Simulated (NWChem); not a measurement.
Species: Si3H6, singlet; SMILES [SiH3][Si][SiH3]

```xyz
9

Si     0.0000     0.0000     1.3049
Si    -1.6771     0.1369    -0.3807
H     -1.9345    -1.3272    -0.6259
H     -1.2797     0.7559    -1.6868
H     -2.9604     0.7572     0.0742
Si     1.6771    -0.1369    -0.3807
H      1.9345     1.3272    -0.6259
H      1.2797    -0.7559    -1.6868
H      2.9604    -0.7572     0.0742
```
Atoms are numbered in this order, from 1.

All runs: NWChem. Low-valent species are run as closed-shell singlets; no triplet was tried in these runs. All runs use the structure optimised with PBE0/def2-SVP. Level: PBE0/def2-SVP with SMD (1 M gas to 1 M solution), gas-phase geometry. Reactions with the solvent are ignored.

Task: Estimate the computed values for solvent n-hexane. Quantities: solvation free energy (kcal/mol); cavity-dispersion-structure term (kcal/mol); dipole in solution (D).

Result: The solvation free energy (kcal/mol) is -1.8. The cavity-dispersion-structure term (kcal/mol) comes out as -1.0 and the dipole in solution (D) is 0.09.
